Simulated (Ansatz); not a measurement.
A nudged elastic band was laid between two geometries of CH7BFN (11 atoms, charge 0, multiplicity 1).

Theory: RKS B3LYP/def2-mTZVP in Ansatz 0.2.0.

| Property | Result |
| --- | --- |
| movable images | 3 |
| climbing image | yes |
| spring | 5.0 eV/Å² |
| optimiser | quadratic models (default) |
| start path | through a guess of the saddle point |
| force threshold | 0.03 eV/Å |
| iteration limit | 60 |
| end points | relaxed |

Image 0:

```xyz
11
Properties=species:S:1:pos:R:3
B 0.094 -0.255 0.068
F 0.406 0.741 1.012
H 1.022 -0.560 -0.649
H -0.956 -0.071 -0.507
N -0.185 -1.605 0.993
H -0.493 -2.354 0.375
C 0.978 -2.050 1.803
H 1.789 -2.304 1.125
H 1.292 -1.219 2.428
H 0.727 -2.911 2.424
H -0.971 -1.396 1.609
```

Image 4:

```xyz
11
Properties=species:S:1:pos:R:3
B 0.276 -0.688 -0.407
F -1.091 0.107 2.608
H 1.319 -0.123 -0.490
H -0.621 -0.495 -1.164
N 0.080 -1.595 0.641
H -0.767 -2.153 0.650
C 1.103 -2.091 1.570
H 1.446 -3.086 1.282
H 1.953 -1.412 1.554
H 0.716 -2.137 2.588
H -0.710 -0.308 1.849
```

Q: What changes between the two ends?

A: Bonds broken: B1–F2, N5–H11. Bonds formed: F2–H11. CH7BFN becomes CH6BN + FH.

Q: What energy profile does the band end with?

A: It converged. The highest image is number 3 of 0 to 4, 37.8 kcal/mol above the first end and 17.3 kcal/mol above the last; the last end lies 20.5 kcal/mol above the first. Neighbouring images differ by up to 1.5 eV, so the band resolves the path poorly. Another band between the same ends (7 images) ends at a top of the same energy, where a vibrational analysis finds 1 clearly imaginary mode. So few images can step over the top or miss a turn of the path. The orbitals stay closed-shell, which can raise the energy where a bond breaks towards radicals; this wasn't checked here.

| image | path coordinate (Å) | energy (kcal/mol) | B1–F2 (Å) | N5–H11 (Å) | F2–H11 (Å) |
| --- | --- | --- | --- | --- | --- |
| 0 | 0.00 | 0.0 | 1.41 | 1.02 | 2.61 |
| 1 | 0.89 | 1.0 | 1.41 | 1.02 | 2.37 |
| 2 | 1.78 | 3.0 | 1.42 | 1.02 | 2.09 |
| 3 | 2.67 | 37.8 | 1.87 | 1.37 | 1.11 |
| 4 | 4.56 | 20.5 | 3.40 | 1.93 | 0.95 |

Q: What is the geometry of the highest image?

A: 
```xyz
11
Properties=species:S:1:pos:R:3:forces:R:3
B 0.053 -0.502 -0.026 0.00 -0.01 0.00
F -0.674 0.591 1.299 0.00 0.01 0.00
H 1.131 -0.036 -0.192 0.00 0.00 0.00
H -0.782 -0.470 -0.869 0.00 0.00 0.00
N -0.068 -1.592 1.010 0.00 0.00 -0.02
H -0.795 -2.276 0.831 0.00 0.00 0.00
C 1.119 -2.198 1.630 0.01 -0.01 0.01
H 1.621 -2.893 0.953 0.00 0.00 0.00
H 1.823 -1.411 1.892 0.00 0.00 0.00
H 0.845 -2.733 2.540 0.00 0.00 0.00
H -0.568 -0.463 1.615 0.00 -0.01 0.00
```

The band took 22 iterations and about 4 core-minutes.

The run took 120 s on 2 threads of Arm Neoverse V2 (shared host), peak memory 0.18 GiB.
